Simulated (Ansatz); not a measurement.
`[BH2][SnH2][OH]` + `[OH][GeH2][F]` → `B[O][GeH2][F]` + `[OH][SnH3]`  (cleavage of the B–Sn bond)

Calculated with Ansatz (gas phase, PBE0-D4/def2-TZVP geometries, no zero-point term in ΔE). CCSD(T)/CBS is the MP2 limit (def2-TZVPP, def2-QZVPP) plus CCSD(T) − MP2 in def2-TZVPP, frozen cores. Functionals use def2-TZVPP. B3LYP here is the variant with VWN-RPA as its local correlation; programs differ in this. HSE06 is defined as in plane-wave codes. Elements past krypton have def2 core potentials. For Ge, Sn outer-core shells are correlated without core-valence functions, which leaves a few kJ/mol of doubt a bond. Scalar relativity is left out up to krypton. One conformer a species, not always the lowest.

CCSD(T)/CBS gives -147.0 kJ/mol.

Q: Another level gave -147.8 kJ/mol. Which?
A. CCSD/def2-TZVPP
B. B3LYP-D4/def2-TZVPP
C. HF/def2-TZVPP
D. HSE06/def2-TZVPP

A: D. HSE06 -147.8, B3LYP-D4 -155.8, CCSD/def2-TZVPP -151.8, HF/def2-TZVPP -160.7 kJ/mol.

Q: What do rigid-rotor, harmonic-oscillator terms from PBE0-D4/def2-TZVP frequencies (298.15 K, 1 bar) make of the CCSD(T)/CBS value? (Best estimate.)

A: Computed: ΔZPE = -2.4 kJ/mol, ΔH = -151.0 kJ/mol, ΔS = -10 J/(mol·K), ΔG = -148.1 kJ/mol. Modes under 50 cm⁻¹ make the entropy rough.

Largest T1 diagnostic among the species: 0.014.

From BLYP to BHLYP (50 % exact exchange), in def2-TZVPP and without D4, ΔE moves by −5.3 kJ/mol. Leaving LDA and LC-ωPBE aside and taking each functional with its dispersion term where it has one, the values, not all of them listed here, spread over 17.6 kJ/mol, from B97M-V to revPBE-D4. LDA lies −11.3 kJ/mol from PBE without D4.
